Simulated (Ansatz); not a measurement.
The cluster ZnSn12⁺, relaxed as a doublet with UKS PBE-D4/def2-SVP in Ansatz, starting from the GFN1-xTB geometry. Force threshold 0.03 eV/Å.

In the def2 sets Sn takes a core potential; there is no spin–orbit coupling. The structure comes from a short search, and lower isomers may exist.

Start:

```xyz
13

Zn    1.248   -0.640    3.383
Sn    0.479   -2.434    1.116
Sn   -0.325    0.162    0.074
Sn    1.533   -1.501   -1.518
Sn   -0.136    1.295    2.659
Sn   -1.310   -2.386   -1.385
Sn    1.276    2.797    0.686
Sn    2.392    0.026    0.871
Sn   -1.011    2.591   -1.254
Sn   -2.367   -1.628    1.207
Sn   -0.606    0.107   -2.964
Sn    1.744    1.411   -1.801
Sn   -2.915    0.200   -1.077
```

```
step   energy (eV)  largest force component (eV/Å)  SCF passes
   1  -118390.9111                           2.326          60
   2  -118392.8760                           0.437          58
   3  -118393.0462                           0.242          48
   4  -118393.2124                           0.249          46
   5  -118393.4471                           0.425          38
   6  -118393.6737                           0.247          31
   7  -118393.7584                           0.126          31
   8  -118393.7637                           0.092          28
   9  -118393.7684                           0.049          28
  10  -118393.7714                           0.022          28
```

Force components are those of the run's own axes.

End:

```tsv
atom	x (Å)	y (Å)	z (Å)
Zn1	2.0009	-1.1599	3.4705
Sn2	0.3651	-2.3563	1.4187
Sn3	-0.4957	0.4002	-0.0965
Sn4	1.6710	-1.6177	-1.4401
Sn5	-0.1374	0.5688	2.9511
Sn6	-1.3984	-2.4228	-1.2697
Sn7	0.8589	2.9187	0.9113
Sn8	2.5592	0.2805	1.0150
Sn9	-1.0461	2.7934	-1.8696
Sn10	-2.5253	-1.1422	1.5470
Sn11	-0.5747	-0.0219	-3.2928
Sn12	1.9078	1.5221	-1.8727
Sn13	-3.1853	0.2371	-1.4722
```

Bonds formed: Sn5–Sn10 (atoms count from 1). The end is the same structure that another start reached.

No frequencies were taken in this run, so the end may be a saddle point.

It took 40 s on 2 threads of AMD EPYC 7R13 on a shared host and a share (18 GiB) of an NVIDIA H100 80GB HBM3, peak host memory 1.1 GiB.
